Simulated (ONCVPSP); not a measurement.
# Reading a pseudo-wave (Si)

Columns: radius, all-electron u(r) and pseudo u(r) of the 3p shell (level -4.08 eV) of silicon in the configuration [Ne] 3s2 3p2; PBE, scalar-relativistic, ONCV scheme, ONCVPSP 4.0.1.

| r (bohr) | all-electron | pseudo |
| --- | --- | --- |
| 0.085 | -0.0807 | 0.0028 |
| 0.170 | -0.1866 | 0.0111 |
| 0.255 | -0.2468 | 0.0247 |
| 0.340 | -0.2573 | 0.0432 |
| 0.425 | -0.2293 | 0.0662 |
| 0.510 | -0.1762 | 0.0933 |
| 0.595 | -0.1084 | 0.1241 |
| 0.680 | -0.0336 | 0.1580 |
| 0.765 | 0.0431 | 0.1946 |
| 0.850 | 0.1181 | 0.2333 |
| 0.935 | 0.1893 | 0.2732 |
| 1.020 | 0.2554 | 0.3136 |
| 1.105 | 0.3157 | 0.3538 |
| 1.190 | 0.3699 | 0.3930 |
| 1.275 | 0.4183 | 0.4307 |
| 1.360 | 0.4609 | 0.4665 |
| 1.445 | 0.4980 | 0.4997 |
| 1.530 | 0.5297 | 0.5299 |
| 1.615 | 0.5560 | 0.5561 |
| 1.700 | 0.5775 | 0.5775 |
| 1.785 | 0.5944 | 0.5945 |
| 1.870 | 0.6072 | 0.6072 |
| 1.955 | 0.6161 | 0.6161 |
| 2.040 | 0.6215 | 0.6215 |
| 2.125 | 0.6239 | 0.6239 |
| 2.210 | 0.6235 | 0.6235 |

Question: How many radial nodes do the two functions have?

Answer: The all-electron 3p function has n − l − 1 = 1; the pseudo-wave has 0, since the states of the same l below it are removed with the core.

Question: At about which radius was the pseudo-wave matched?

Answer: 1.60 bohr, where the columns begin to agree (steps of 0.09 bohr).

Question: Where does each function peak?

Answer: Outermost all-electron maximum near 2.12 bohr, pseudo maximum near 2.12 bohr (to the table’s step).

Question: Is the pseudo-wave norm-conserving?

Answer: Yes: the ONCV scheme keeps the norm inside the radius equal to the all-electron one, which fixes the energy derivative of the logarithmic derivative at the level.
